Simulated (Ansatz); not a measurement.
```csv
atom,x (Å),y (Å),z (Å)
C,1.6249,0.0000,0.0000
C,1.0131,1.2704,0.0000
C,-0.3616,1.5841,0.0000
C,-1.4640,0.7050,0.0000
C,-1.4640,-0.7050,0.0000
C,-0.3616,-1.5841,0.0000
C,1.0131,-1.2704,0.0000
C,3.0349,0.0000,0.0000
H,3.5849,0.9300,0.0000
H,3.5849,-0.9300,0.0000
H,1.6896,2.1187,0.0000
H,-0.6030,2.6419,0.0000
H,-2.4415,1.1758,0.0000
H,-2.4415,-1.1758,0.0000
H,-0.6030,-2.6419,0.0000
H,1.6896,-2.1187,0.0000
```

Basis set: def2-TZVP (spherical functions). Charge 0, multiplicity 3.

Computed with Ansatz (development build ahead of 0.2.0); each method stands on the lowest determinant of its kind that the runs found. Restricted functionals stand beside restricted open-shell atoms, which can lie above the unrestricted atoms usual in DFT and then raise those values.

The atomization energy at this shape (free ground-state atoms in the same class of orbitals less the molecule, no zero-point energy) of triplet C8H8:

```csv
method,atomization energy
PBE0 (unrestricted),7438.2 kJ/mol
PBE0 (restricted open-shell),7461.1 kJ/mol
UHF,5498.4 kJ/mol
```

Q: What does ωB97X (restricted open-shell) give?

A: 7350.4 kJ/mol. Caution: another spin multiplicity may lie lower. Caution for UHF: the unrestricted determinant is spin contaminated.

The shape needn't be a minimum at these levels.
